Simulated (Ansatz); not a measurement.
`C[SiH](C)[GeH3]` + `C[CH2][AlH2]` → `C[CH]([AlH2])[GeH3]` + `C[SiH2]C`  (formal exchange of groups at a Ge–Si bond)

Computed with Ansatz on PBE0-D4/def2-TZVP structures; ΔE is electronic, products minus reactants. CCSD(T)/CBS adds triple-zeta CCSD(T) − MP2 to the extrapolated MP2 energy (def2 sets, frozen cores). For Ge outer-core shells are correlated without core-valence functions, which leaves a few kJ/mol of doubt a bond. Scalar relativity is left out up to krypton.

```
              species  SCS-MP2/def2-QZVPP energy (Eh)
    `C[SiH](C)[GeH3]`                     -2446.99378
       `C[CH2][AlH2]`                      -322.24803
`C[CH]([AlH2])[GeH3]`                     -2399.29397
           `C[SiH2]C`                      -369.94236
```

Work out ΔE.

ΔE = (-2399.29397) + (-369.94236) − (-2446.99378) − (-322.24803) = 0.00548 Eh = +3.4 kcal/mol. CCSD(T)/CBS gives +4.6 kcal/mol.

Largest T1 diagnostic among the species: 0.011.
